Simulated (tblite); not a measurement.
C4H4F3N (charge +1 and doublet state).
Geometry (GFN2-xTB, Å), atoms numbered from 1 in this order:
```xyz
12
C4H4F3N angstrom
C      2.1226    0.2388    0.3443
C      0.9850   -0.3116   -0.0776
F      0.9421   -1.5396   -0.5823
C     -0.3213    0.3637   -0.0285
N     -0.5182    1.5390    0.2425
C     -1.5275   -0.6641   -0.3208
F     -1.6310   -1.4569    0.7301
F     -2.6488    0.0164   -0.4638
H      3.0453   -0.3192    0.2493
H      2.1604    1.2294    0.7630
H     -1.3227    2.1409    0.3535
H     -1.2847   -1.2375   -1.2357
```

Computed values, GFN2-xTB/tblite, gas phase, harmonic and unscaled. The method is semi-empirical: single wavenumbers can be off by several per cent or more. One conformer, not necessarily the lowest. Open shells enter through the occupations alone, without spin polarisation, and single modes of such species can be off by tens of per cent.

Harmonic wavenumbers (cm⁻¹): 35.1, 51.4, 161.6, 231.9, 293.0, 325.1, 393.1, 468.4, 495.6, 543.1, 578.1, 647.5, 663.3, 690.6, 734.1, 884.5, 905.2, 910.4, 1097.2, 1116.5, 1136.0, 1184.3, 1204.0, 1287.9, 1572.4, 1810.4, 2821.0, 3056.2, 3140.3, 3386.0.

A = 3374, B = 1579, C = 1208 MHz; mass 123.030 u (most abundant isotopes); point group C1, symmetry number 1; spin multiplicity 2.

Problem. Zero-point energy?

Solution. ½Σν̃ = 15912 cm⁻¹ = 45.49 kcal/mol.

Problem. What is S at 298.15 K and 1 bar for an ideal gas of classical rigid rotors and harmonic oscillators?

Solution. Translation 40.36, rotation 28.30, vibration 22.90, spin (R ln 2) 1.38: S = 92.9 cal/(mol K).

Problem. And Cp and H(298.15 K) − H(0)?

Solution. Cp = 31.60 cal/(mol K), of which vibrations give 23.65 (their classical limit is 30 R = 59.6); H(298.15 K) − H(0) = 5.87 kcal/mol without the zero-point energy, 3.50 from vibrations.

Problem. What must be added to the electronic energy to get the Gibbs energy at 298.15 K and 1 bar?

Solution. ZPE + [H(298.15 K) − H(0)] − T·S = 45.49 + 5.87 − 27.71 = 23.65 kcal/mol.

Problem. Blend soft modes into free rotors: weight 1/[1 + (100 cm⁻¹/ν̃)⁴] for the oscillator and the rest for a rotor with moment μB/(μ + B), μ = h/(8π²ν), B = 10⁻⁴⁴ kg m². What vibrational entropy results?

Solution. 20.13 cal/(mol K) in place of 22.90, which changes −T·S at 298.15 K by +0.82 kcal/mol.

Hindered rotation and anharmonicity are outside this model. Other conformers, if any are populated, would add a mixing term that is left out. The structure is chiral; the term R ln 2 for an equal mix with its mirror image is left out.
